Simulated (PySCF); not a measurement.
# What a mistake does to a calculation on B2H4NSi anion

Calculated results; nothing here was measured. They come from PySCF 2.14.0, an open-source quantum chemistry program, on an isolated molecule that a program drew, which may never have been made. The molecule is B2H4NSi anion (charge -1, singlet), drawn as the SMILES string `B=NB[SiH2-]`.

Each row is a Hartree-Fock (HF) and frozen-core CCSD(T) single point in the aug-cc-pV(D+d)Z basis, meant for a local HF minimum. Run 1 is clean. Each other run has one planted mistake out of seven kinds, and not every kind appears here: one electron removed, one electron added, multiplicity raised by two, geometry at a saddle point, minimal basis STO-3G, one bond length entered in bohr, all coordinates scaled. The reference is restricted for singlets and unrestricted otherwise, and also for a bond in bohr. Adding or removing an electron swaps singlet and doublet. Electrons count all cores. HOMO and LUMO are orbital energies over both spins, the gradient is its largest component, and the lowest frequency (negative if imaginary) is given only where the gradient is small. Bond lengths are over the 7 bonds as drawn. T1 is the CCSD diagnostic: over 0.02 (restricted) or 0.045 (unrestricted) a single reference is doubtful.

Geometry of the clean run:
```xyz
8
B2H4NSi anion, angstrom
B    -2.9834    2.6767    1.1992
N    -1.9252    2.2703    0.7143
B    -0.7099    1.7727    0.0919
Si   -0.4773    1.4270   -1.8567
H    -3.9879    3.0619    1.6652
H     0.2550    1.7573    0.8349
H     0.5191    0.2867   -1.9673
H    -1.7548    0.8008   -2.3882
```

| run | electrons | basis functions | <S^2> | HOMO (eV) | LUMO (eV) | gradient (hartree/bohr) | lowest frequency (cm^-1) | mean bond (Å) | longest bond (Å) | T1 | HF (hartree) | CCSD(T) (hartree) | mistake |
|---|---|---|---|---|---|---|---|---|---|---|---|---|---|
| 1 | 36 | 137 | 0.000 | -1.55 | 2.93 | 3.2e-05 | 142 | 1.4438 | 1.993 | 0.0281 | -395.08992 | -395.61570 | no fault |
| 2 | 36 | 137 | 2.088 | -0.14 | 3.23 | 2.6e-02 | - | 1.4438 | 1.993 | 0.0242 | -395.04595 | -395.55129 | multiplicity raised by two |
| 3 | 36 | 28 | 0.000 | 3.15 | 12.54 | 5.3e-02 | - | 1.4438 | 1.993 | 0.0465 | -390.23766 | -390.50265 | ? |
| 4 | 36 | 137 | 0.000 | -1.08 | 3.08 | 5.8e-05 | -293 | 1.4244 | 1.907 | 0.0231 | -395.08503 | -395.61554 | ? |

**Which mistake was planted in run 3, and what did it cost?**

It has 28 basis functions where the clean run has 137, with the same electrons and geometry. So the mistake is: minimal basis STO-3G. Subtracting run 1 and multiplying by 627.51 kcal/mol a hartree, the energy moved by 3044.8 kcal/mol in HF and 3208.5 kcal/mol in CCSD(T).

**Which mistake was planted in run 4, and what did it cost?**

The gradient is small, so the point is stationary, but the lowest frequency is imaginary (-293 cm^-1). So the mistake is: geometry at a saddle point. Subtracting run 1 and multiplying by 627.51 kcal/mol a hartree, the energy moved by 3.1 kcal/mol in HF and 0.1 kcal/mol in CCSD(T).

Cautions from the logs. Run 1: T1 is over the limit, so its CCSD(T) energy is less reliable; run 3: T1 is over the limit, so its CCSD(T) energy is less reliable and the HOMO is above zero, so the electron isn't bound and the energy depends on the basis; run 4: T1 is over the limit, so its CCSD(T) energy is less reliable.
